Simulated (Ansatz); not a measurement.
Reaction (homolysis of the In–O bond): `[CH3][In]([OH])[OH]` → `[CH3][In][OH]`• + `[OH]`•

Computed with Ansatz on PBE0-D4/def2-TZVP structures; ΔE is electronic, products minus reactants. CCSD(T)/CBS is the MP2 limit (def2-TZVPP, def2-QZVPP) plus CCSD(T) − MP2 in def2-TZVPP, frozen cores. This one scheme is used for every species. DFT in def2-TZVPP. B3LYP here is the variant with VWN-RPA as its local correlation; programs differ in this. Open shells (•) are unrestricted, without spin–orbit coupling. Elements past krypton have def2 core potentials. For In outer-core shells are correlated without core-valence functions, which leaves a few kJ/mol of doubt a bond. One conformer a species, not always the lowest.

```tsv
level	ΔE (kJ/mol)
r2SCAN-D4	359.9
B3LYP-D4	353.2
CAM-B3LYP-D4	369.9
revPBE	346.5
r2SCAN	359.0
CCSD/def2-SVP	348.8
CCSD/def2-TZVPP	364.3
HF/def2-QZVPP	235.6
```

What does CCSD(T)/CBS give? (Estimate.)

Ansatz gave: +395.0 kJ/mol. The listed levels differ from it by -35.1, -41.8, -25.1, -48.5, -36.0, -46.2, -30.7, -159.4 kJ/mol.

Largest T1 diagnostic among the species: 0.019.

In def2-TZVPP, CCSD(T) changes the Hartree–Fock value by +141.7 kJ/mol (the triples alone add +12.3 kJ/mol) and MP2 by +175.0 kJ/mol; breaking electron pairs costs correlation energy, which Hartree–Fock lacks. From r2SCAN to r2SCAN0 (25 % exact exchange), in def2-TZVPP and without D4, ΔE moves by −11.9 kJ/mol: exact exchange takes away binding that semilocal exchange gives to molecules.
